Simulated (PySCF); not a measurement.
Spectra and structures to be paired. Method: TDDFT CAM-B3LYP/def2-SVPD, vertical, gas phase, core orbitals frozen in the response (PySCF 2.14.0, density-fitted response routines). Geometries: PBE0-D3(BJ)/def2-SVP; one conformer of each isolated species. Triplets are in the Tamm–Dancoff approximation. Relativistic effects are left out although some hold elements past zinc. Ions are computed without counter-ions or solvent.

A. `[CH2](C)[Al]([CH2]C)[CH2]C`
B. `[H][Ge]([CH3])([CH3])[O]C`
C. `C#C[SiH2]C#N`
D. `C[C@@H]1CCC[NH2+]C1`

Lowest singlet levels (six at most, fewer where fewer were computed) with oscillator strengths:

1. 5.88 eV (f 0.000); 6.16 eV (f 0.002); 6.18 eV (f 0.001); 6.96 eV (f 0.000); 7.28 eV (f 0.010); 7.31 eV (f 0.001); T1 4.84 eV
2. 8.57 eV (f 0.002); 8.62 eV (f 0.003); 8.88 eV (f 0.013); 9.43 eV (f 0.023); 9.45 eV (f 0.014); 9.53 eV (f 0.004); T1 8.42 eV
3. 7.09 eV (f 0.002); 7.46 eV (f 0.014); 7.79 eV (f 0.001); 7.85 eV (f 0.029); 7.98 eV (f 0.095); 8.20 eV (f 0.069); T1 6.77 eV
4. 5.14 eV (f 0.000); 5.19 eV (f 0.000); 6.08 eV (f 0.055); 6.11 eV (f 0.039); 7.19 eV (f 0.010); 7.26 eV (f 0.005); T1 4.87 eV

Question: Which spectrum belongs to which structure?

Answer: 1 = C, 2 = D, 3 = B, 4 = A.
- A: S1 at 5.14 eV, HOMO→LUMO (96%); Löwdin shares by element: HOMO (one of a set within 0.03 eV) carbon 52% or more, aluminium 17% (atoms not listed hold the other 32%); LUMO aluminium 45%, carbon 26% or more (atoms not listed hold the other 29%); HOMO -8.30 and LUMO 0.38 eV.
- B: S1 at 7.09 eV, HOMO→LUMO+1 (30%), HOMO→LUMO (28%), HOMO→LUMO+2 (18%); Löwdin shares by element: HOMO oxygen 55%, carbon 19% or more, germanium 8% (atoms not listed hold the other 18%); LUMO germanium 30%, carbon 22% or more, hydrogen 8% or more (atoms not listed hold the other 39%); HOMO -8.88 and LUMO 1.15 eV.
- C: S1 at 5.88 eV, HOMO→LUMO (58%), HOMO-1→LUMO+1 (18%), HOMO→LUMO+2 (11%); Löwdin shares by element: HOMO carbon 79% or more, silicon 8%; LUMO carbon 56%, silicon 21% (atoms not listed hold the other 23%); HOMO -10.23 and LUMO 0.09 eV; point group Cs, 2 of its 6 listed states under f = 0.0005.
- D: S1 at 8.57 eV, HOMO→LUMO (69%), HOMO-1→LUMO (19%); Löwdin shares by element: HOMO (one of a set within 0.03 eV) carbon 60% or more (atoms not listed hold the other 40%); LUMO hydrogen 38% or more, nitrogen 13%, carbon 9% or more (atoms not listed hold the other 40%); HOMO -14.83 and LUMO -3.55 eV.
